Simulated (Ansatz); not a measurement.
Geometry optimisation, Ansatz, RKS PBE-D4/def2-SVP.

input.yaml

```yaml
crystal:
  periodic: [false, false, false]
  atoms:
    - { symbol: Hf, position_ang: [0.0, 0.0, 0.0] }
    - { symbol: O, position_ang: [0.0, 0.0, 2.42] }
    - { symbol: H, position_ang: [-0.9095, -0.2814, 2.7571] }
    - { symbol: F, position_ang: [1.8671, 0.0, -0.6593] }
    - { symbol: Cl, position_ang: [-1.1869, 2.0563, -0.8392] }
    - { symbol: F, position_ang: [-0.9326, -1.6157, -0.6593] }
    - { symbol: P, position_ang: [1.0759, 2.5021, 0.905] }
    - { symbol: H, position_ang: [2.188, 2.2604, 1.7542] }
    - { symbol: H, position_ang: [1.4935, 3.2708, -0.2136] }
    - { symbol: H, position_ang: [0.5422, 1.2609, 2.1706] }
basis:
  gaussian: { orbitals: def2-SVP }
hamiltonian:
  xc: pbe
  dispersion: d4
relax:
  f_tol: 0.15
  max_steps: 25
  restrain:
    - { distance: [0, 6], at: 2.57, k: 30.0 }
    - { distance: [9, 1], at: 1.01, k: 30.0 }
    - { distance: [0, 1], at: 3.27, k: 30.0 }
    - { distance: [9, 6], at: 2.62, k: 30.0 }
output:
  orbitals: {}
```

Command:

```bash
$ ansatz run input.yaml --threads 4 --pin off --max-ram 5120MiB --backend cpu --events-out ev --progress --plain --runs-dir out
```

Task: Where does it end, and by what steps?

Result: It converged. The restraints hold the end off the free minimum; the threshold counts their pulls, which the force column leaves out. Restrained pairs: Hf1–P7 (2.87 → 2.58 Å), O2–H10 (1.40 → 0.99 Å), Hf1–O2 (2.42 → 3.26 Å), P7–H10 (1.85 → 2.62 Å). After 18 steps the energy has fallen by 3.033 eV (the restraints' own energy left out); Cl5 moved furthest, 1.85 Å.

| step | energy less start (eV) | largest force component (eV/Å) | accepted |
| --- | --- | --- | --- |
| 0 | 0.0000 | 2.602 | yes |
| 1 | 0.0523 | 3.388 | yes |
| 2 | -0.1669 | 3.866 | yes |
| 3 | -0.6237 | 2.907 | yes |
| 4 | -1.5829 | 1.704 | yes |
| 5 | -2.1495 | 1.908 | yes |
| 6 | -2.4918 | 1.209 | yes |
| 7 | -2.6977 | 0.873 | yes |
| 8 | -2.8090 | 0.916 | yes |
| 9 | -2.8127 | 1.334 | yes |
| 10 | -2.8469 | 0.774 | yes |
| 11 | -2.8627 | 0.569 | yes |
| 12 | -2.8977 | 0.574 | yes |
| 13 | -2.9260 | 0.658 | yes |
| 14 | -2.9438 | 0.757 | yes |
| 15 | -3.0022 | 0.593 | yes |
| 16 | -3.0087 | 0.698 | yes |
| 17 | -3.0145 | 0.756 | yes |
| 18 | -3.0327 | 0.659 | yes |

```xyz
10
Properties=species:S:1:pos:R:3
Hf 0.072 0.629 -0.454
O 0.572 -0.289 2.629
H -0.316 -0.648 2.809
F 1.560 -0.540 -0.707
Cl -0.449 1.675 -2.490
F -1.519 -0.191 0.224
P 0.697 2.516 1.191
H 2.076 2.092 1.181
H 0.923 3.582 0.250
H 0.521 0.629 3.002
```

Time of the run: 41 s on 4 threads of Arm Neoverse V1 (shared host), peak memory 0.2 GiB.
